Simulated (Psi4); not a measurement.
I₃Sn, charge -1, singlet, geometry from GFN2-xTB (such geometries of metal compounds can be far from the true shape) (core potentials on I, Sn) (a gas-phase anion, which may not be bound at this level). Base run: Psi4 with R2SCAN/def2-SVP.

The Psi4 input:
```
memory 2 GB

molecule {
-1 1
  Sn   -0.01199166   -0.00955401    0.94012760
  I    -1.99356510   -1.58626723   -0.33726525
  I    -0.37409393    2.52761379   -0.27480117
  I     2.37897192   -0.93233334   -0.27484642
}

set basis def2-svp

energy('r2scan')
print_variables()
```

Each row names what was changed in the base input (with any setting that the change needs).

```tsv
change	ΔE vs base (mEh)	SCF cycles	grid points	basis functions	outcome
base	0.000	9	82349	104	converged
d_convergence = 1e-10	0.000	15	82349	104	converged
e_convergence = 1e-10	0.000	11	82349	104	converged
diis_max_vecs = 3	0.000	13	82349	104	converged
soscf = true	-	-	-	104	stopped with an error
df_basis_scf = cc-pvtz-jkfit	-	-	-	104	input refused
basis_guess = sto-3g	-	-	-	104	stopped with an error
guess = modhuckel	0.000	11	82349	104	converged
df_basis_scf = cc-pvqz-jkfit	-	-	-	104	input refused
cholesky_tolerance = 1e-3 (with scf_type cd)	___	9	82349	104	converged
scf_type = out_of_core	0.028	9	82349	104	converged
scf_type = dfdirj+link	0.000	9	82349	104	converged
guess = core	0.000	12	82349	104	converged
```

Task: Complete the blanks.

Result: 
- cholesky_tolerance = 1e-3 (with scf_type cd), ΔE vs base (mEh): -8.035

A gas-phase anion may not be bound at this level; its values then depend on the basis.

- soscf = true: ended with `Fatal Error: Vx: RKS does not support rotated V builds for MGGA's`
- df_basis_scf = cc-pvtz-jkfit: ended with `psi4.driver.qcdb.exceptions.BasisSetNotFound: BasisSet::construct: Unable to find a basis set for atom 1 for key JKFIT among:`
- basis_guess = sto-3g: ended with `psi4.driver.p4util.exceptions.ValidationError: Projecting from basis (STO-3G) with (0) ECP electrons to basis (DEF2-SVP) with (112) ECP electrons will be a disaster. Select a compatible cast-up basis with 'set guess_basis YOUR_BASIS_HERE'.`
